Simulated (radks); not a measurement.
The phosphorus ion P+ inside a hard spherical wall (all orbitals vanish at R), configuration held at [Ne] 3s2 3p2 and not refilled when levels cross. All-electron calculation, scalar-relativistic Kohn-Sham, r2SCAN, spin-polarised, spherical densities, finite nucleus; open shells are filled with parallel spins first; meta-GGA in the generalised Kohn-Sham scheme; Fermi nuclear charge, rms radius 3.1889 fm. Program: a radial shooting solver on a logarithmic mesh with Libxc functionals. Eigenvalues in eV for spin up, with the zero of energy where the potential of the charges vanishes at infinity; a dash marks a level that is unbound or too diffuse for the functional's potential to be trusted. A positive occupied level is held by the wall or, in an anion where self-interaction has pushed it up, behind a barrier. The pressure on the wall is -dE/dV.

R (bohr)  E (hartree)  kinetic (hartree)    e(2s)    e(2p)    e(3s)    e(3p)  e(4s, empty)  e(3d, empty)  pressure (GPa)
free       -341.70843            342.819  -188.99  -137.60  -24.941  -15.320             -             -               0
20         -341.70843            342.819  -188.99  -137.60  -24.941  -15.320             -             -        < 0.0001
15         -341.70843            342.819  -188.99  -137.60  -24.941  -15.320             -        -3.610        < 0.0001
12         -341.70843            342.819  -188.99  -137.60  -24.941  -15.320        -4.093        -3.602        < 0.0001
6          -341.70526            342.851  -188.81  -137.42  -24.835  -15.189        -0.556        -2.769           0.385
5          -341.68831            342.982  -188.20  -136.81  -24.466  -14.709         3.989        -1.554            3.44
3.5        -341.40238            344.444  -183.09  -131.69  -20.813   -9.966        29.487         5.757             107
3          -340.94840            346.229  -178.24  -126.82  -16.272   -4.357        53.605        12.678             365
2.5        -339.77756            350.071  -169.94  -118.47   -5.847    7.797        100.16        25.695            1390
